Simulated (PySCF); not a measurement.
Computed IR spectrum (relative IR intensity) of a molecule C4H6OSe. The structure is a stationary point at B3LYP-D3(BJ)/def2-SVP. Other conformers were not sampled. Calculation: PySCF with B3LYP-D3(BJ)/def2-SVP. Frequencies are harmonic and unscaled.

ν (cm⁻¹): 225 (vw), 262 (vw), 416 (vw), 561 (w), 594 (w), 722 (w), 859 (w), 909 (w), 942 (w), 1031 (w), 1113 (s), 1205 (vs), 1289 (m), 1310 (w), 1376 (m), 1492 (m), 2084 (w), 2411 (w), 3031 (w), 3096 (w), 3135 (vw) (against the strongest line: vs over 80 %, s over 45 %, m over 15 %, w over 4 %, vw less)

### Question
Pick the molecule that these values belong to.
A) C[C@H]1C[Se]C1=O
B) C=C=COC[SeH]
C) C=C1O[C@@H](C)[Se]1
D) C=CC(=O)[Se]C

### Answer
B, C=C=COC[SeH]
